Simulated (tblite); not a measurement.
Compound: C₃H₈O₂SSi₂.
Atom-mapped SMILES: `[CH3:1][S:2][C@@H:3]1[SiH2:4][O:5][SiH2:6][C:7]1=[O:8]` (hydrogens: H9, H10, H11 on C1; H12 on C3; H13, H14 on Si4; H15, H16 on Si6)

The geometry is computed with GFN2-xTB (gas phase).

Problem. Give the optimised bond lengths and angles.

Solution. 
| bond | length (Å) |
| --- | --- |
| C1–S2 | 1.816 |
| S2–C3 | 1.833 |
| C3–Si4 | 1.907 |
| Si4–O5 | 1.633 |
| O5–Si6 | 1.647 |
| Si6–C7 | 1.923 |
| C7=O8 | 1.214 |
| C3–C7 | 1.510 |
| C1–H9, C1–H10, C1–H11 | 1.087 |
| C3–H12 | 1.089 |
| Si4–H13 | 1.457 |
| Si4–H14 | 1.453 |
| Si6–H15 | 1.454 |
| Si6–H16 | 1.454 |

Bonds in one row agree within 0.01 Å and their mean is given. A selection of angles:
| angle | degrees |
| --- | --- |
| C1–S2–C3 | 100.2 |
| S2–C3–Si4 | 108.4 |
| S2–C3–C7 | 96.3 |
| Si4–C3–C7 | 108.5 |
| C3–Si4–O5 | 98.0 |
| Si4–O5–Si6 | 121.9 |
| O5–Si6–C7 | 96.4 |
| Si6–C7–O8 | 127.9 |
| C3–C7–Si6 | 109.5 |
| C3–C7–O8 | 122.6 |

Torsions: C1–S2–C3–Si4 -173° (antiperiplanar); S2–C3–Si4–O5 -84° (synclinal); C3–Si4–O5–Si6 -4° (synperiplanar); Si4–O5–Si6–C7 -8° (synperiplanar); O5–Si6–C7–O8 -161° (antiperiplanar); S2–C3–C7–Si6 87° (synclinal).

Si4 (oxygen-bound silicon) is distorted tetrahedral (angles from 98.0° to 117.7°). Si6 (oxygen-bound silicon) has angles from 96.4° to 117.6°. S2 (sulfide sulfur) is bent (angle 100.2°). Of the pairs four or more bonds apart, O8···H11 is among the closest relative to their van der Waals radii: 2.21 Å, 81 % of the sum of Bondi's values. The 5-membered ring C3–Si4–O5–Si6–C7 has internal angles of 96.4° to 121.9° (sum 534°, against 540° for a flat polygon); it is puckered, 0.12 Å rms from its mean plane, widest ring torsion 25°.

Point group: C1 (no symmetry element, even within 0.4 Å). Its GFN2-xTB frequencies are all real (lowest 71 cm⁻¹). The numbers are those of one conformer.
